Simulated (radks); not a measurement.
The numbers below are computed, except where a source is named.
All-electron atom: neutral niobium in [Kr] 4d4 5s1 (the NIST ground configuration). Level of theory: scalar-relativistic Kohn-Sham, r2SCAN, spin-polarised, spherical densities, finite nucleus; open shells are filled with parallel spins first (spin-orbit coupling, left out, can overturn this in heavy ions); meta-GGA in the generalised Kohn-Sham scheme; Fermi nuclear charge, rms radius 4.324 fm (a radial shooting solver on a logarithmic mesh with Libxc functionals).

Normalised radial functions P(r) = r R(r), r in bohr:

```
   r/bohr * 3d down, o 4s up, + 5s up (the largest magnitude, 1.5, reaches the edge; | marks zero, & curves that meet)
 0.003027                             &o
 0.004102                             *+o
  0.00556                             *+o
 0.007535                             *+ o
  0.01013                             *+ o
  0.01373                             *+  o
  0.01861                             *+  o
  0.02522                             *+ o
  0.03418                             |&o
  0.04595                             &*
  0.06227                          o +|  *
   0.0844                       o   + |     *
   0.1144                       o   + |         *
   0.1538                         o  +|               *
   0.2084                             |+ o                  *
   0.2825                             |  +     o                 *
   0.3828                             |  +     o                 *
   0.5188                             +o                    *
   0.6975                  o      +   |             *
   0.9453          o             +    |     *
    1.281            o              + | *
    1.736                   o         *   +
    2.334                         o   *        +
    3.164                            o*          +
    4.288                             &       +
    5.811                             &   +
    7.876                             & +
    10.59                             &
    14.35                             &
```

3d down: eigenvalue -197.83 eV, 0 radial nodes, <r> = 0.433 bohr, 90 % of the charge inside 0.693 bohr. 4s up: eigenvalue -60.531 eV, 3 radial nodes at r = 0.0458, 0.185, 0.531 bohr, <r> = 1.17 bohr, 90 % of the charge inside 1.71 bohr. 5s up: eigenvalue -4.740 eV, 4 radial nodes at r = 0.0458, 0.184, 0.516, 1.41 bohr, <r> = 3.56 bohr, 90 % of the charge inside 5.29 bohr.
